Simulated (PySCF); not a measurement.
CoBr⁺: from constants to spectrum

PBEsol constants of CoBr⁺, quartet, unpaired electrons σ ↑, π ↑, δ ↑, a mixture of terms (⟨Lz²⟩ = 4.8) (basis Co def2-TZVPPD, Br def2-TZVPPD; no relativity; PySCF 2.14; masses 58.9332 and 78.9183 u):

- ωe: 349.0 cm⁻¹
- ωexe: 1.1 cm⁻¹
- Be: 0.1056 cm⁻¹
- αe: 0.000442 cm⁻¹

Q: What force constant and bond length do these constants imply?

A: Reduced mass μred = 33.739 u; k = 5.8918×10⁻⁷·μred·ωe² (u, cm⁻¹, mdyn/Å) = 2.42 mdyn/Å; Re = √(16.8576/(μred·Be)) (u, cm⁻¹, Å) = 2.175 Å.

Q: Estimate the centrifugal constant D from the Kratzer relation and find the Dunham coefficient a1.

A: D = 4Be³/ωe² = 3.87e-08 cm⁻¹; a1 = −1 − αeωe/(6Be²) = -3.31.

De is left out where the level can put another filling of the metal’s s and d shells below the measured ground configuration, by anything from nothing to about 1 eV. Spin–orbit coupling is left out. The state is the lowest single determinant that the PBE0 search found; with open d or f shells the true ground state can be another one.
